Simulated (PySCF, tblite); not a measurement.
C5H7F4P.
Numbering: `[CH3:1][CH2:2]/[C:3]([F:4])=[P:5]/[CH2:6][C:7]([F:8])([F:9])[F:10]` (hydrogens: H11, H12, H13 on C1; H14, H15 on C2; H16, H17 on C6)

The geometry is computed with GFN2-xTB (gas phase).

(1) What internal coordinates does the optimisation give?

## Answers

(1) 
| bond | length (Å) | order |
| --- | --- | --- |
| C1–C2 | 1.519 | single |
| C2–C3 | 1.488 | single |
| C3–F4 | 1.353 | single |
| C3=P5 | 1.684 | double |
| P5–C6 | 1.884 | single |
| C6–C7 | 1.508 | single |
| C7–F8, C7–F9, C7–F10 | 1.342 | single |
| C1–H11, C1–H12, C1–H13 | 1.088 | single |
| C2–H14, C2–H15 | 1.096 | single |
| C6–H16, C6–H17 | 1.092 | single |

Bonds in one row agree within 0.01 Å and their mean is given. Orders are formal, as drawn. A selection of angles:
| angle | degrees |
| --- | --- |
| C1–C2–C3 | 112.4 |
| C2–C3–F4 | 112.8 |
| C2–C3–P5 | 125.1 |
| F4–C3–P5 | 122.1 |
| C3–P5–C6 | 99.6 |
| P5–C6–C7 | 108.4 |
| C6–C7–F8 | 112.7 |
| C6–C7–F10 | 111.8 |
| F8–C7–F9 | 106.6 |
| F8–C7–F10 | 106.2 |

Torsions: C1–C2–C3–F4 -179° (antiperiplanar); C2–C3–P5–C6 179° (antiperiplanar); C3–P5–C6–C7 -95° (anticlinal); P5–C6–C7–F8 59° (synclinal). The mirror-image conformer, all signs reversed, is as good.

The C–C distances run from 1.488 Å (C2–C3, drawn single) to 1.519 Å (C1–C2, drawn single), a spread of 0.031 Å. Of the pairs four or more bonds apart, F4···H17 is among the closest relative to their van der Waals radii: 2.32 Å, 87 % of the sum of Bondi's values. The 2 C–P bonds span 1.684 Å (C3=P5, drawn double) to 1.884 Å (P5–C6, drawn single), a spread of 0.200 Å. P5 (phosphorus bonded to 2 C) is bent (angle 99.6°).

Point group: C1 (no symmetry element, even within 0.4 Å). Its GFN2-xTB frequencies are all real (lowest 33 cm⁻¹). The numbers are those of one conformer. 3 starts were optimised and ended at 0.00, 0.00 and 0.82 kcal/mol (GFN2-xTB); the lowest of these is shown.
